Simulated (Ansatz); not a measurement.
Basis-set extrapolation for CH₂FNOSi (`O[Si]1(F)C=N1`) (PBE0-D4/def2-TZVP geometry, frozen core, the Gaussian-basis code of Ansatz). Multiplicity 1, RHF reference.

|  | def2-TZVPP | def2-QZVPP |
| --- | --- | --- |
| HF | -556.911000 | -556.933265 |
| MP2 correlation | -0.939478 | -1.016366 |
| CCSD(T) correlation | -0.989629 | not run |

Energies in hartree. Use E(X) = E(∞) + A·exp(−7.88·√X) for Hartree–Fock and E(X) = E(∞) + B·X^(−2.97) for correlation, with X = 3 and 4, and add CCSD(T) minus MP2 of the smaller set to the MP2 limit.

**Question.** What is the CCSD(T) energy at the basis-set limit?

**Answer.** HF limit: -556.933265 + (-0.022265) × 0.13774 = -556.93633. MP2 limit: -1.016366 + (-0.076888) × 0.74074 = -1.07332. Higher-order term: -0.989629 − (-0.939478) = -0.05015. Total: -558.05980 hartree, 4.33 eV below CCSD(T)/def2-TZVPP.
